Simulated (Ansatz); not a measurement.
Relaxation of FH9O4SiW (16 atoms, charge 0, multiplicity 1), to a largest force component of 0.03 eV/Å in at most 50 steps.

Method: Ansatz 0.2.0, RKS PBE/def2-SVP.

```xyz
16
Properties=species:S:1:pos:R:3:forces:R:3
W 0.116 0.359 -0.155 -0.66 -0.68 -0.52
F 0.374 -0.317 2.811 -0.35 -0.17 0.01
O 1.958 -0.354 -0.049 -0.03 -0.01 -0.02
H 2.152 -1.155 -0.575 0.01 0.01 0.00
O -0.253 1.946 -1.136 -0.04 -0.03 -0.04
H -0.904 2.094 -1.847 0.06 0.00 0.03
O -1.635 0.591 0.609 0.00 0.00 0.00
H -1.929 -0.143 1.185 0.00 0.01 0.01
O -0.333 -1.502 0.208 0.03 -0.01 -0.05
H 0.426 -2.097 0.356 -0.02 0.00 0.01
H 0.361 -0.181 -1.761 -0.01 0.00 -0.02
Si 1.579 2.013 1.058 0.62 0.57 0.69
H 2.320 1.350 2.218 -0.01 0.01 -0.02
H 2.631 2.571 0.139 0.00 0.01 0.01
H 0.812 3.156 1.678 0.00 0.02 -0.01
H 1.207 0.108 2.869 0.40 0.30 -0.08
```

Q: Where does it end, and by what steps?

A: The forces met the threshold. After 33 steps the energy has fallen by 0.226 eV; H8 moved furthest, 1.25 Å.

```json
{"step": "0", "energy less start (eV)": "0.0000", "largest force component (eV/Å)": "0.687", "accepted": "yes"}
{"step": "2", "energy less start (eV)": "-0.0675", "largest force component (eV/Å)": "0.348", "accepted": "yes"}
{"step": "4", "energy less start (eV)": "-0.0918", "largest force component (eV/Å)": "0.307", "accepted": "yes"}
{"step": "6", "energy less start (eV)": "-0.0979", "largest force component (eV/Å)": "0.209", "accepted": "yes"}
{"step": "8", "energy less start (eV)": "-0.1068", "largest force component (eV/Å)": "0.832", "accepted": "yes"}
{"step": "10", "energy less start (eV)": "-0.1203", "largest force component (eV/Å)": "0.157", "accepted": "yes"}
{"step": "12", "energy less start (eV)": "-0.1293", "largest force component (eV/Å)": "0.643", "accepted": "yes"}
{"step": "14", "energy less start (eV)": "-0.1343", "largest force component (eV/Å)": "0.674", "accepted": "no"}
{"step": "16", "energy less start (eV)": "-0.1573", "largest force component (eV/Å)": "0.121", "accepted": "yes"}
{"step": "18", "energy less start (eV)": "-0.1740", "largest force component (eV/Å)": "0.246", "accepted": "yes"}
{"step": "20", "energy less start (eV)": "-0.1795", "largest force component (eV/Å)": "0.660", "accepted": "no"}
{"step": "22", "energy less start (eV)": "-0.2067", "largest force component (eV/Å)": "0.173", "accepted": "yes"}
{"step": "24", "energy less start (eV)": "-0.2171", "largest force component (eV/Å)": "0.267", "accepted": "yes"}
{"step": "26", "energy less start (eV)": "-0.2238", "largest force component (eV/Å)": "0.098", "accepted": "yes"}
{"step": "28", "energy less start (eV)": "-0.2243", "largest force component (eV/Å)": "0.111", "accepted": "yes"}
{"step": "30", "energy less start (eV)": "-0.2258", "largest force component (eV/Å)": "0.059", "accepted": "yes"}
{"step": "32", "energy less start (eV)": "-0.2260", "largest force component (eV/Å)": "0.041", "accepted": "yes"}
{"step": "33", "energy less start (eV)": "-0.2261", "largest force component (eV/Å)": "0.015", "accepted": "yes"}
```

```xyz
16
Properties=species:S:1:pos:R:3
W 0.099 0.247 -0.306
F -0.208 0.236 3.449
O 2.007 -0.093 -0.666
H 2.177 -0.740 -1.377
O -0.559 1.690 -1.348
H -0.612 1.721 -2.320
O -1.239 0.539 0.995
H -1.116 0.395 1.971
O -0.042 -1.612 0.162
H 0.500 -2.286 -0.285
H 0.102 -0.433 -1.922
Si 1.537 1.861 1.214
H 1.924 1.023 2.443
H 2.850 2.306 0.635
H 0.807 3.049 1.792
H 0.657 0.537 3.170
```

Whether the end is a true minimum wasn't checked by a vibrational analysis.

Time of the run: 45 s on 4 threads of AMD EPYC 9R45 96-Core Processor (Zen 5) (shared host), peak memory 0.27 GiB.
